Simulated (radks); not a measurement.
Question: All-electron atom: the antimony ion Sb45+ in [He] 2s2 3d2 (not the ground configuration). Calculated with a radial shooting solver on a logarithmic mesh with Libxc functionals: scalar-relativistic Kohn-Sham, exchange-only LDA, spin-polarised, spherical densities, finite nucleus; open shells are filled with parallel spins first (spin-orbit coupling, left out, can overturn this in heavy ions); Fermi nuclear charge, rms radius 4.6802 fm. Some entries of the table are withheld. Estimate them.

orbital  occ.  eigenvalue (hartree)  r(max) (bohr)  <1/r> (bohr^-1)
1s up       1             -1269.387            (1)            54.44
1s down     1             -1269.355            (2)            54.44
2s up       1                   (3)         0.1002            13.19
2s down     1                   (4)         0.1001            13.21
3d up       2             -119.2809         0.1881              (5)
3d down     0             -117.8760         0.1876              (6)

Answer: 
(1) 1s up r(max) (bohr): 0.01833
(2) 1s down r(max) (bohr): 0.01833
(3) 2s up eigenvalue (hartree): -298.6788
(4) 2s down eigenvalue (hartree): -297.8581
(5) 3d up <1/r> (bohr^-1): 5.316
(6) 3d down <1/r> (bohr^-1): 5.320
